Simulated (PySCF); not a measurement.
PySCF 2.14 output of an unrestricted r2SCAN calculation on a single atom or ion in aug-cc-pwCVTZ-DK3 with one added diffuse shell each of s, p, d, f type (11s10p8d5f1g, 125 functions), with scalar relativity by spin-free X2C-1e:

```
SCF conv_tol = 1e-09
number electrons alpha = 28  beta = 23
    J. W. Furness, A. D. Kaplan, J. Ning, J. P. Perdew, and J. Sun.,  J. Phys. Chem. Lett. 11, 8208-8215 (2020)
    J. W. Furness, A. D. Kaplan, J. Ning, J. P. Perdew, and J. Sun.,  J. Phys. Chem. Lett. 11, 9248-9248 (2020)
    J. W. Furness, A. D. Kaplan, J. Ning, J. P. Perdew, and J. Sun.,  J. Phys. Chem. Lett. 11, 8208-8215 (2020)
    J. W. Furness, A. D. Kaplan, J. Ning, J. P. Perdew, and J. Sun.,  J. Phys. Chem. Lett. 11, 9248-9248 (2020)
cycle= 1 E= -6480.11637585438  delta_E= -0.00923  |g|= 0.0461  |ddm|= 0.803
cycle= 2 E= -6480.1164827526  delta_E= -0.000107  |g|= 0.0128  |ddm|= 0.113
cycle= 3 E= -6480.11649201225  delta_E= -9.26e-06  |g|= 0.00194  |ddm|= 0.0247
cycle= 4 E= -6480.11649262383  delta_E= -6.12e-07  |g|= 0.000613  |ddm|= 0.00859
cycle= 5 E= -6480.11649276542  delta_E= -1.42e-07  |g|= 0.000104  |ddm|= 0.00536
cycle= 6 E= -6480.11649277512  delta_E= -9.71e-09  |g|= 1.51e-05  |ddm|= 0.00174
cycle= 7 E= -6480.11649277558  delta_E= -4.57e-10  |g|= 1.27e-06  |ddm|= 0.000571
converged SCF energy = -6480.11649277558  <S^2> = 8.7533745  2S+1 = 6.0011247
```

The run itself started from symmetry-adapted Hartree-Fock orbitals and held the occupation by maximum overlap, on a logarithmic radial grid, so the iterations belong to that start.

Problem. Which element, charge and spin multiplicity is this?

Solution. Sb (antimony, neutral), multiplicity 6; the state was [Kr] 4d10 5s1 5p3 6s1, high-spin 6S determinant (an excited configuration).

The outer electron is Rydberg-like, and this basis confines it to a smaller radius and binds it less than a complete one would.
